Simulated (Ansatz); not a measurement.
C$_{2}$H$_{5}$BN$_{2}$, SMILES `B1C=NCN1` at its PBE0-D4/def2-TZVP geometry, where that method's forces vanish. Total charge 0; spin multiplicity 1.

```xyz
10

B    -0.4404    0.8518   -0.7740
C    -0.1476   -0.6278   -1.2154
N     0.3045   -1.3294   -0.2398
C     0.3861   -0.5053    0.9316
N    -0.0760    0.8159    0.5666
H    -0.8575    1.8038   -1.3553
H    -0.2672   -1.1175   -2.1803
H    -0.2276   -0.9491    1.7251
H     1.4233   -0.4922    1.2886
H    -0.0977    1.5497    1.2528
```

(1) What forces (eV/Å) does r2SCAN-D4/def2-TZVPP give on these atoms in the Gaussian-basis code of Ansatz? (Best estimate.)

## Answers

(1) Computed: 
```
B1  -0.082  0.058 -0.250
C2  -0.157  0.266 -0.315
N3   0.162 -0.401  0.194
C4   0.081 -0.123  0.175
N5  -0.032  0.217  0.107
H6   0.015 -0.023  0.033
H7   0.004 -0.016 -0.001
H8   0.007 -0.001  0.008
H9  -0.001 -0.004  0.010
H10  0.002  0.028  0.038
```
